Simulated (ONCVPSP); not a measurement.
How hard is this tellurium ONCV potential?

ONCVPSP 4.0.1 input, shortened (lines: element, Z, core and valence counts, functional; n l f; lmax; l rc ep ncon nbas qcut; lloc lpopt rc5 dvloc0; l nproj debl; icmod fcfact rcfact), PBEsol, scalar-relativistic:

```
  Te 52.00    9    2  -116133      upf
    1    0    2.00
    2    0    2.00
    2    1    6.00
    3    0    2.00
    3    1    6.00
    3    2   10.00
    4    0    2.00
    4    1    6.00
    4    2   10.00
    5    0    2.00
    5    1    4.00
    1
    0    1.75    0.00    4    8    3.70
    1    1.75    0.00    4    7    4.90
    4    5    1.50    1.00
    0    2    1.30
    1    1    1.30
    3    5.00    1.80
```

Q: For each optimised wave give the share of its norm inside rc, the residual kinetic energy above qcut (Ha) and the cutoffs (Ha) for errors of 10, 1, 0.1 and 0.01 mHa per electron.

A:

| wave | norm inside rc | residual KE | 10 mHa | 1 mHa | 0.1 mHa | 0.01 mHa |
| --- | --- | --- | --- | --- | --- | --- |
| 5s | 0.346 | 2.3e-03 | 5.4 | 9.0 | 28.1 | 50.0 |
| s projector 2 | 0.164 | 4.6e-03 | 6.0 | 26.6 | 72.7 | 83.2 |
| 5p | 0.166 | 9.0e-04 | 2.3 | 10.4 | 44.6 | 60.5 |

The occupied waves need 10 Ha and 45 Ha for 1 and 0.1 mHa. The cutoffs count occupied waves only; projector 2 of the s channel, the hardest unoccupied one, needs 27 Ha at the loose tolerance. Note: no bound ghost flagged; GHOST(+) flagged for s at 11.0 eV, p at 30.5 eV. Its largest configuration-test error is -906 meV.
